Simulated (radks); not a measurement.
Question: Valence configurations of As+ (all share [Ar]). All-electron calculation, scalar-relativistic Kohn-Sham, LDA (Slater exchange, Perdew-Wang correlation), spin-polarised, spherical densities, point nucleus; open shells are filled with parallel spins first. Program: a radial shooting solver on a logarithmic mesh with Libxc functionals. Order these by energy: 3d10 4p4; 3d9 4s2 4p3; 3d8.5 4s2 4p3.5; 3d8 4s2 4p4; 3d9 4s1.5 4p3.5; 3d9.5 4s2 4p2.5; 3d8 4s1 4p5; 3d10 4s1 4p3; 3d10 4s2 4p2; 3d7 4s2 4p5.

Answer: From the lowest, in eV above it: 3d10 4s2 4p2 0.000; 3d10 4s1 4p3 7.598; 3d9.5 4s2 4p2.5 19.132; 3d10 4p4 20.505; 3d9 4s2 4p3 40.303; 3d9 4s1.5 4p3.5 45.743; 3d8.5 4s2 4p3.5 64.802; 3d8 4s2 4p4 91.491; 3d8 4s1 4p5 103.21; 3d7 4s2 4p5 151.68. NIST lists [Ar] 3d10 4s2 4p2 as the ground configuration; this level of theory agrees among the configurations tried. The energies are those of spherical high-spin densities, not of single terms.
